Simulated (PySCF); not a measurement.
Part of a log for `O=C(O)[SiH]1C[SiH2]C1`: ground state, then the species with a core hole.

Theory: PySCF 2.14.0, delta-SCF UKS SCAN, pcX-2 on the ionised atom, pcseg-1 elsewhere, spin-free X2C. Atoms in this output count from 0. The cycles run on a coarse integration grid; for E(ground) and E(ion) the exchange–correlation energy is redone on a finer one, so they differ from the last cycle, and only they enter the binding energy.

Coordinates (Å, PBE0-D3(BJ)/def2-SVP):
```
O      1.776264    -0.079452     1.413782
C      1.811587     0.451824     0.330030
O      2.924001     1.012756    -0.158518
Si     0.240719     0.512666    -0.777904
C     -1.191660     1.018893     0.355455
Si    -1.558984    -0.843225     0.569524
C     -0.409450    -1.264762    -0.897179
H      3.617708     0.889149     0.514296
H      0.478078     1.280336    -2.036518
H     -1.999892     1.529824    -0.193041
H     -0.943957     1.606012     1.250808
H     -2.992573    -1.217180     0.354916
H     -1.094833    -1.399766     1.870895
H      0.312917    -2.084616    -0.780908
H     -0.985588    -1.429819    -1.822748
```

```
ground state, core basis on atom 0 (O), 177 functions
  cycle   1  E = -849.45576552  |g| = 1.06e+00
  cycle   2  E = -848.52640456  |g| = 2.31e+00
  cycle   3  E = -849.60522216  |g| = 6.17e-01
  cycle   4  E = -849.68113996  |g| = 1.36e-01
  cycle   5  E = -849.68386990  |g| = 5.98e-02
  cycle   6  E = -849.68461565  |g| = 1.98e-02
  cycle   7  E = -849.68470665  |g| = 5.72e-03
  cycle   8  E = -849.68471717  |g| = 1.98e-03
  cycle   9  E = -849.68471969  |g| = 3.15e-04
  E(ground) = -849.75934316 Eh
hole in O 1s of atom 0
  cycle   1  E = -829.08492784  |g| = 2.22e+00
  cycle   2  E = -827.63735547  |g| = 2.41e+00
  cycle   3  E = -829.55022383  |g| = 7.79e-01
  cycle   4  E = -829.82229009  |g| = 4.60e-01
  ...
  cycle   9  E = -829.92201661  |g| = 1.98e-03
  cycle  10  E = -829.92201668  |g| = 1.06e-03
  cycle  11  E = -829.92201730  |g| = 4.77e-04
  E(ion) = -829.99739123 Eh   <S^2> = 0.7649   hole on atom = 1.000
```

Question: What is the O 1s binding energy of atom 0?

Answer: (-829.997391 − (-849.759343)) Eh × 27.2114 eV/Eh = 537.75 eV, for the acid carbonyl oxygen.

```
ground state, core basis on atom 3 (Si), 188 functions
  cycle   1  E = -849.75250858  |g| = 2.94e-01
  cycle   2  E = -849.74961069  |g| = 1.44e-01
  cycle   3  E = -849.74360078  |g| = 2.23e-01
  cycle   4  E = -849.75305253  |g| = 4.63e-02
  cycle   5  E = -849.75346070  |g| = 7.86e-03
  cycle   6  E = -849.75347220  |g| = 1.25e-03
  cycle   7  E = -849.75347273  |g| = 3.75e-04
  E(ground) = -849.78910090 Eh
hole in Si 1s of atom 3
  cycle   1  E = -780.81672278  |g| = 4.35e+00
  cycle   2  E = -780.45471875  |g| = 2.39e+00
  cycle   3  E = -781.00410229  |g| = 1.26e+00
  cycle   4  E = -781.66687997  |g| = 7.42e-01
  ...
  cycle   9  E = -781.88762263  |g| = 3.94e-03
  cycle  10  E = -781.88763152  |g| = 7.07e-04
  cycle  11  E = -781.88763141  |g| = 3.44e-04
  E(ion) = -781.93151412 Eh   <S^2> = 0.7526   hole on atom = 1.000
```

Question: What is the Si 1s binding energy of atom 3?

Answer: (-781.931514 − (-849.789101)) Eh × 27.2114 eV/Eh = 1846.50 eV, for the SiH silicon.

```
ground state, core basis on atom 5 (Si), 188 functions
  cycle   1  E = -849.75203410  |g| = 2.87e-01
  cycle   2  E = -849.75208942  |g| = 3.66e-02
  cycle   3  E = -849.75202414  |g| = 3.09e-02
  cycle   4  E = -849.75216886  |g| = 1.38e-02
  cycle   5  E = -849.75221184  |g| = 4.37e-03
  cycle   6  E = -849.75221392  |g| = 5.26e-04
  cycle   7  E = -849.75221358  |g| = 9.19e-05
  E(ground) = -849.78796594 Eh
hole in Si 1s of atom 5
  cycle   1  E = -780.82757581  |g| = 4.35e+00
  cycle   2  E = -779.30016671  |g| = 2.50e+00
  cycle   3  E = -777.22866915  |g| = 2.26e+00
  cycle   4  E = -781.75364472  |g| = 5.14e-01
  ...
  cycle  10  E = -781.89411020  |g| = 2.35e-03
  cycle  11  E = -781.89411324  |g| = 1.22e-03
  cycle  12  E = -781.89411441  |g| = 1.81e-04
  E(ion) = -781.93797271 Eh   <S^2> = 0.7526   hole on atom = 1.000
```

Question: What is the Si 1s binding energy of atom 5?

Answer: (-781.937973 − (-849.787966)) Eh × 27.2114 eV/Eh = 1846.29 eV, for the SiH2 silicon.

```
ground state, core basis on atom 1 (C), 177 functions
  cycle   1  E = -849.66293713  |g| = 8.95e-02
  cycle   2  E = -849.65730698  |g| = 1.83e-01
  cycle   3  E = -849.66365836  |g| = 3.16e-02
  cycle   4  E = -849.66381067  |g| = 1.57e-02
  cycle   5  E = -849.66385555  |g| = 1.44e-03
  cycle   6  E = -849.66385746  |g| = 4.04e-04
  E(ground) = -849.74096770 Eh
hole in C 1s of atom 1
  cycle   1  E = -838.29940499  |g| = 1.50e+00
  cycle   2  E = -835.63656435  |g| = 2.54e+00
  cycle   3  E = -838.64669329  |g| = 5.71e-01
  cycle   4  E = -838.41067057  |g| = 7.99e-01
  ...
  cycle  11  E = -838.85689086  |g| = 9.18e-04
  cycle  12  E = -838.85689136  |g| = 5.43e-04
  cycle  13  E = -838.85689214  |g| = 2.06e-04
  E(ion) = -838.93197685 Eh   <S^2> = 0.7890   hole on atom = 1.000
```

Question: What is the C 1s binding energy of atom 1?

Answer: (-838.931977 − (-849.740968)) Eh × 27.2114 eV/Eh = 294.13 eV, for the carbonyl carbon.

The ground state is recomputed for each atom, because the flexible core basis sits on the ionised atom alone; energies of different blocks can't be mixed. Isolated species at its PBE0-D3(BJ)/def2-SVP geometry (one conformer only).

Time: 2.0 min wall; peak memory 0.59 GiB. Hardware: Arm Neoverse N1, one thread, shared host with 64 logical CPUs at a one-minute load of 51.

The values belong to the conformer `[O:1]=[C:2]([OH:3])[SiH:4]1[CH2:5][SiH2:6][CH2:7]1`: O1–C2–Si4–C5 45°, H–O3–C2–O1 0°.
Labels such as C1 count atoms from 1, the log's own numbers from 0.
